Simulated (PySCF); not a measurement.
**Radial density of Sr³⁵⁺ (strontium, charge +35)**

UHF, [He] 2s1, 2S determinant. All numbers are calculated (PySCF 2.14, scalar relativity by spin-free X2C-1e, in an uncontracted even-tempered set (19 s from 13 bohr⁻², ratio 2.2; 8 p from 19 bohr⁻², ratio 2.4; 5 d from 58 bohr⁻², ratio 2.4; 5 f from 87 bohr⁻², ratio 2.4; 4 g from 130 bohr⁻², ratio 2.4)).

```json
{"r (bohr)": "0.0317", "4πr²ρ (e/bohr)": "40.38", "4πr²(ρα − ρβ)": "1.1955"}
{"r (bohr)": "0.0534", "4πr²ρ (e/bohr)": "20.66", "4πr²(ρα − ρβ)": "-0.0001"}
{"r (bohr)": "0.0898", "4πr²ρ (e/bohr)": "7.306", "4πr²(ρα − ρβ)": "3.6668"}
{"r (bohr)": "0.151", "4πr²ρ (e/bohr)": "7.010", "4πr²(ρα − ρβ)": "6.9083"}
{"r (bohr)": "0.254", "4πr²ρ (e/bohr)": "1.724", "4πr²(ρα − ρβ)": "1.7242"}
{"r (bohr)": "0.427", "4πr²ρ (e/bohr)": "0.02724", "4πr²(ρα − ρβ)": "0.0272"}
```

Densities and radii are taken from the X2C orbitals without a picture-change correction, which distorts them close to the nucleus.
